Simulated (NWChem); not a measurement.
All runs are NWChem calculations. System: H₂BeS, charge 0, spin multiplicity 1, at a geometry optimised with B3LYP/def2-SVP. The structure started from a generated list of species. Level: real-time TD-PBE0/6-31G* (spherical d).

The NWChem input:

```
start mol
memory heap 200 mb stack 900 mb global 1100 mb
geometry "system" units angstroms nocenter noautoz noautosym
  Be     0.629021    -1.278236     0.000000
  H      1.252215    -2.448269     0.000000
  S     -0.290007     0.403526     0.000000
  H      0.871809     1.104788     0.000000
end
set geometry "system"
basis spherical
  * library 6-31g*
end
dft
  xc pbe0
  semidirect memsize 60000000 filesize 0
  iterations 100
  convergence energy 1e-10 density 1e-9 gradient 1e-8
  tolerances tight
end
task dft energy
rt_tddft
  tmax 150.0
  dt 0.2
  tag "kick"
  print dipole
  field "kick"
    type delta
    polarization x
    max 0.0001
  end
  excite "system" with "kick"
end
task dft rt_tddft
```

Output (cleaned and shortened):

```
             Northwest Computational Chemistry Package (NWChem) 7.3.0
             --------------------------------------------------------

                                NWChem Input Module
                                -------------------

 Scaling coordinates for geometry "system" by  1.889725989
 (inverse scale =  0.529177249)

                              Geometry "system" -> ""
                              -----------------------

 Output coordinates in angstroms (scale by  1.889725989 to convert to a.u.)

  No.       Tag          Charge          X              Y              Z
 ---- ---------------- ---------- -------------- -------------- --------------
    1 Be                   4.0000     0.62902100    -1.27823600     0.00000000
    2 H                    1.0000     1.25221500    -2.44826900     0.00000000
    3 S                   16.0000    -0.29000700     0.40352600     0.00000000
    4 H                    1.0000     0.87180900     1.10478800     0.00000000

 Effective nuclear repulsion energy (a.u.)      29.1507154131

            Nuclear Dipole moment (a.u.)
            ----------------------------
        X                 Y               Z
 ---------------- ---------------- ----------------
    -0.0000075589    -0.0000170075     0.0000000000


 Summary of "ao basis" -> "" (spherical)
 ------------------------------------------------------------------------------
       Tag                 Description            Shells   Functions and Types
 ---------------- ------------------------------  ------  ---------------------
 *                           6-31g*                   on all atoms

                                 NWChem DFT Module
                                 -----------------

 Summary of "ao basis" -> "ao basis" (spherical)
 ------------------------------------------------------------------------------
       Tag                 Description            Shells   Functions and Types
 ---------------- ------------------------------  ------  ---------------------
 Be                          6-31g*                  6       14   3s2p1d
[...]
        20        0.00        3.46170438E-01
        21        0.00        3.88443133E-01
        22        0.00        4.17683579E-01
        23        0.00        4.55825419E-01
        24        0.00        5.58276113E-01
        25        0.00        6.33997541E-01
        26        0.00        6.57451525E-01
        27        0.00        7.54483004E-01
        28        0.00        7.56174872E-01
        29        0.00        8.76983869E-01
        30        0.00        8.96114734E-01
        31        0.00        9.30595135E-01
        32        0.00        1.06455871E+00
        33        0.00        1.10861018E+00
        34        0.00        1.12839613E+00
        35        0.00        1.21287586E+00
        36        0.00        1.74967715E+00

  int2e_file: Failed to allocate cache ... halving

kick      0.00000        ### Propagation started ###
kick      0.00000        ### Checks passed ###
kick      0.00000   1.000000000000E-004   0.000000000000E+000   0.000000000000E+000     # Applied E-field [system] (alpha spin)
kick      0.00000   1.000000000000E-004   0.000000000000E+000   0.000000000000E+000     # Applied E-field [system] (beta spin)
kick      0.00000   2.915071541307E+001     # Enuc
kick      0.00000  -6.286075996267E+002     # Ecore
kick      0.00000   2.146256962955E+002     # Ecoul
kick      0.00000  -2.913550973482E+001     # Exc(1)
kick      0.00000   0.000000000000E+000     # Exc(2)
kick      0.00000  -4.139666976529E+002     # Etot
kick      0.00000   1.136868377216E-013     # Eadded
kick      0.00000   4.086223964729E-001   3.659702635202E-002  -3.638780440825E-014     # Dipole moment [system]
kick      0.00000        ### Saved restart file ###
kick      0.00000   5.006393966056E-009     # Magnus interpol (matrix 1 of 1)
kick      0.00000                     2     # Magnus total interpolations
kick      0.20000   0.000000000000E+000   0.000000000000E+000   0.000000000000E+000     # Applied E-field [system] (alpha spin)
kick      0.20000   0.000000000000E+000   0.000000000000E+000   0.000000000000E+000     # Applied E-field [system] (beta spin)
kick      0.20000   2.915071541307E+001     # Enuc
kick      0.20000  -6.286076023456E+002     # Ecore
kick      0.20000   2.146256991463E+002     # Ecoul
kick      0.20000  -2.913550986519E+001     # Exc(1)
kick      0.20000   0.000000000000E+000     # Exc(2)
kick      0.20000  -4.139666976515E+002     # Etot
kick      0.20000   1.453543063690E-009     # Eadded
kick      0.20000   4.086328971904E-001   3.659694070329E-002  -3.635937827713E-014     # Dipole moment [system]
kick      0.20000   4.946833831454E-009     # Magnus interpol (matrix 1 of 1)
kick      0.20000                     2     # Magnus total interpolations
kick      0.40000   0.000000000000E+000   0.000000000000E+000   0.000000000000E+000     # Applied E-field [system] (alpha spin)
kick      0.40000   0.000000000000E+000   0.000000000000E+000   0.000000000000E+000     # Applied E-field [system] (beta spin)
kick      0.40000   2.915071541307E+001     # Enuc
...
kick     28.00000  -6.286076014106E+002     # Ecore
kick     28.00000   2.146256985289E+002     # Ecoul
kick     28.00000  -2.913551005346E+001     # Exc(1)
kick     28.00000   0.000000000000E+000     # Exc(2)
kick     28.00000  -4.139666975221E+002     # Etot
kick     28.00000   1.308735591010E-007     # Eadded
kick     28.00000   4.086522099696E-001   3.661522834619E-002  -4.872490158697E-014     # Dipole moment [system]
kick     28.00000   6.680433983774E-012     # Magnus interpol (matrix 1 of 1)
kick     28.00000                     2     # Magnus total interpolations
kick     28.20000   0.000000000000E+000   0.000000000000E+000   0.000000000000E+000     # Applied E-field [system] (alpha spin)
kick     28.20000   0.000000000000E+000   0.000000000000E+000   0.000000000000E+000     # Applied E-field [system] (beta spin)
kick     28.20000   2.915071541307E+001     #
```
